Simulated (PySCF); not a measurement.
Ti(Br)(SH)3 (BrH3S3Ti), SMILES [SH][Ti]([SH])([SH])[Br], multiplicity 1. Atoms are numbered in the order given.

```xyz
8

Ti    -0.2928     0.1931    -0.0523
Br     1.6846    -1.0580     0.1714
S     -0.3033     2.0941     1.1742
H      0.0639     1.3450     2.2618
S     -0.6277     0.8842    -2.1909
H     -1.9681     0.7440    -1.9575
S     -2.1263    -0.9332     0.6952
H     -1.6986    -2.0287    -0.0086
```

Geometry optimised at PBE-D3(BJ)/def2-SVP. The multiplicity is an assumed one; other spin states were not compared. The values are those of a single conformer.

Method: PBE-D3(BJ)/def2-SVP (PySCF).

Frequencies are harmonic and unscaled.

```csv
mode,ν (cm⁻¹),IR (km/mol),moving atoms (share of kinetic energy)
1,79,0.2,"S 67 %, Br 21 %, Ti 9 %"
2,86,0.3,"S 68 %, Br 20 %"
3,98,0.6,"S 62 %, Ti 18 %, Br 15 %"
4,101,0.1,"S 77 %, Ti 12 %"
5,118,0.9,"S 70 %, Ti 14 %, Br 8 %"
6,197,15.4,H 95 %
7,219,8.5,"H 90 %, S 9 %"
8,291,12.2,"S 46 %, Br 30 %, Ti 15 %, H 9 %"
9,296,27.4,H 95 %
10,360,35.7,"H 61 %, S 23 %, Ti 16 %"
11,392,42.2,"H 41 %, Ti 34 %, S 19 %"
12,430,22.7,"Ti 44 %, S 28 %, H 27 %"
13,459,62.4,"H 51 %, S 32 %, Ti 17 %"
14,513,31.7,"H 48 %, S 28 %, Ti 23 %"
15,518,20.3,"H 54 %, Ti 22 %, S 22 %"
16,2565,2.8,H 97 %
17,2566,2.2,H 97 %
18,2591,6.3,H 97 %
```
